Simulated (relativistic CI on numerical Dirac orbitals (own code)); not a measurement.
**Radial parameters of Ho39+**

Method of calculation: Dirac-Coulomb-Breit CI, separate exchange-only KLI orbitals for each configuration, model QED, unscaled Slater integrals (own radial code, finite nucleus).

Slater integrals F^k, G^k are unscaled and averaged over j, outside the closed core [Ne]; ζ comes from projecting the Hamiltonian with its Breit term on Σ l·s of the shell.

- 3s²3p⁶3d⁹4s: ζ(3d) = 130880, G^2(3d,4s) = 52216 cm⁻¹; <r>(3d) = 0.1998, <r^2>(3d) = 0.04652, <r>(4s) = 0.4464, <r^2>(4s) = 0.224 (bohr units).
- 3s²3p⁶3d⁹4p: ζ(3d) = 130900, F^2(3d,4p) = 160050, G^1(3d,4p) = 51747, G^3(3d,4p) = 52458, ζ(4p) = 330420 cm⁻¹; <r>(3d) = 0.1999, <r^2>(3d) = 0.04653, <r>(4p) = 0.4546, <r^2>(4p) = 0.2339 (bohr units).
- 3s²3p⁶3d⁹4d: ζ(3d) = 130840, F^2(3d,4d) = 170240, F^4(3d,4d) = 86638, G^0(3d,4d) = 53978, G^2(3d,4d) = 69294, G^4(3d,4d) = 54866, ζ(4d) = 42009 cm⁻¹; <r>(3d) = 0.1999, <r^2>(3d) = 0.04656, <r>(4d) = 0.4494, <r^2>(4d) = 0.2309 (bohr units).

Averages of the first 10 configurations, taken without configuration mixing, which lowers the lowest level and can move excited configurations by several eV; other configurations of the list can lie among them:

```tsv
Configuration	Parity	States	Average energy above the lowest level (eV)
3s²3p⁶3d¹⁰	even	1	0.1
3s²3p⁶3d⁹4s	even	20	1196.6
3s²3p⁶3d⁹4p	odd	60	1318.2
3s²3p⁶3d⁹4d	even	100	1472.6
3s²3p⁵3d¹⁰4s	odd	12	1619.8
3s²3p⁶3d⁹4f	odd	140	1613.2
3s²3p⁵3d¹⁰4p	even	36	1741.7
3s²3p⁶3d⁸4s²	even	45	2427.2
3s²3p⁵3d¹⁰4d	odd	60	1895.4
3s²3p⁶3d⁸4s4p	odd	540	2542.9
```
